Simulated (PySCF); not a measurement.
From one molecule to another.

First species: C6H12SSi.
Numbering: `[CH2:1]=[CH:2][Si@@H:3]1[CH2:4][C@H:5]1[S:6][CH2:7][CH3:8]` (hydrogens: H9, H10 on C1; H11 on C2; H12 on Si3; H13, H14 on C4; H15 on C5; H16, H17 on C7; H18, H19, H20 on C8)

Second species: C8H8O2.
Cartesian coordinates in Å at the GFN2-xTB level; atoms count from 1:
```
atom  x, y, z in Å
O1    -3.1916    1.6488    0.7387
C2    -2.2117    0.9879    0.4168
C3    -2.1939   -0.4494    0.6653
C4    -1.1940   -1.3516    0.5602
C5     0.1607   -1.1648    0.1815
C6     0.7669   -0.0442   -0.2927
C7     2.2424   -0.1093   -0.6408
O8     2.9263   -1.2137   -0.1139
C9     0.1486    1.2154   -0.5537
C10   -1.0962    1.6446   -0.2641
H11   -3.1581   -0.8070    1.0081
H12   -1.4411   -2.3742    0.8235
H13    0.7862   -2.0473    0.2573
H14    2.7260    0.8301   -0.3328
H15    2.3446   -0.1940   -1.7288
H16    2.9204   -1.1581    0.8486
H17    0.8012    1.9298   -1.0455
H18   -1.3455    2.6633   -0.5390
```

Levels: PBE0/pcSseg-1 for dipole moment, HOMO energy, LUMO energy and HOMO–LUMO gap; GFN2-xTB for rotational constant A and rotational constant C. Geometries: GFN2-xTB. Each structure is a single optimised conformer of the isolated species, non-relativistic unless stated. Electronic properties by PySCF.

Dipoles, sizes and rotational constants follow the conformer. The torsions of the flexible species, by atom-mapped SMILES:
- `[CH2:1]=[CH:2][Si@@H:3]1[CH2:4][C@H:5]1[S:6][CH2:7][CH3:8]`: C1–C2–Si3–C4 27°, C4–C5–S6–C7 149°, C5–S6–C7–C8 -177°
- `[O:1]=[c:2]1[cH:3][cH:4][cH:5][c:6]([CH2:7][OH:8])[cH:9][cH:10]1`: C5–C6–C7–O8 -16°, H–O8–C7–C6 -64°

| property | column X | column Y |
| --- | --- | --- |
| dipole moment | 2.22 D | 3.70 D |
| HOMO energy | -5.83 eV | -6.90 eV |
| LUMO energy | -0.93 eV | -2.31 eV |
| HOMO–LUMO gap | 4.90 eV | 4.59 eV |
| rotational constant A | 2.691 GHz | 3.258 GHz |
| rotational constant C | 0.626 GHz | 0.663 GHz |

Which column belongs to which species?

Column X is the first species and column Y the second. The first has 20 atoms and 78 electrons, the second 18 and 72.

How does each property change from the first species to the second?

dipole moment +1.48 D; HOMO energy -1.07 eV; LUMO energy -1.38 eV; HOMO–LUMO gap -0.31 eV; rotational constant A +0.567 GHz; rotational constant C +0.037 GHz.

On the first: The dipole equals about 7.4 × 10⁻³⁰ C·m (1 D = 3.33564 × 10⁻³⁰ C·m). A dipole of 2.22 D is allowed in C1, and pure rotational transitions are dipole-allowed.

On the second: A dipole of 3.70 D is allowed in C1, and pure rotational transitions are dipole-allowed. The dipole equals about 12.3 × 10⁻³⁰ C·m (1 D = 3.33564 × 10⁻³⁰ C·m).
